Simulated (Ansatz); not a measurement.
AlB2H5O (`B[O][AlH][BH2]`), relaxed with RKS PBE-D4/def2-SVP in Ansatz from a rough embedded geometry. The force threshold is 0.03 eV/Å; the program also tests the step.

Total charge 0; spin multiplicity 1.

Start:

```xyz
9

B     0.068    1.171    1.546
O    -0.231    1.531    0.223
Al   -0.741   -0.059   -0.530
B     0.601   -1.199   -1.520
H    -0.727    1.250    2.457
H     1.224    0.910    1.886
H    -2.299   -0.474   -0.531
H     0.291   -2.230   -1.994
H     1.813   -0.900   -1.537
```

Problem. By how much does the energy fall, and how many steps does the optimiser take? (Estimate.)

Solution. The calculation gave: 104.22 kJ/mol, in 17 steps, 2 of them rejected.

Problem. Which bonds change most? (Best estimate.)

Solution. The calculation gave: Al3–B4 from 2.020 to 2.125 Å; O2–Al3 from 1.832 to 1.731 Å; B1–O2 from 1.403 to 1.343 Å; B4–H8 from 1.176 to 1.220 Å.

Problem. Give the relaxed structure. (Estimate.)

Solution. The calculation gave: 
```xyz
9

B     0.082    1.219    1.906
O    -0.289    0.671    0.737
Al   -0.751   -0.043   -0.771
B     0.596   -1.452   -1.617
H    -0.245    0.679    2.956
H     0.746    2.249    1.906
H    -2.156    0.456   -1.346
H     0.537   -2.646   -1.376
H     1.480   -1.131   -2.394
```
